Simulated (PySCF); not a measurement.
hexane (C6H14), SMILES CCCCCC.

Geometry optimised at B3LYP-D3(BJ)/def2-SVP. One conformer was computed; it need not be the lowest.

Two levels are set side by side: TDA-PBE/def2-SVPD (PySCF) and TDA-LC-ωPBE/def2-SVPD (PySCF). Vertical, same geometry. The lowest singlet is HOMO→LUMO 100 % with PBE and HOMO→LUMO 40 %, HOMO−1→LUMO 25 % with the other functional; states are paired by order. Differences are taken from unrounded values.

```csv
quantity,TDA-LC-ωPBE,TDA-PBE,TDA-PBE minus TDA-LC-ωPBE
lowest singlet excitation (eV),9.41,7.52,-1.89
lowest triplet excitation (TDA) (eV),9.01,7.42,-1.60
```

Functionals without exact exchange tend to place singlet excitations lower, as here. Differences between two approximate levels are no errors against the true value.

Rough cost on one machine, each run with all the roots and properties that it gave: TDA-LC-ωPBE against TDA-PBE about 4 times.
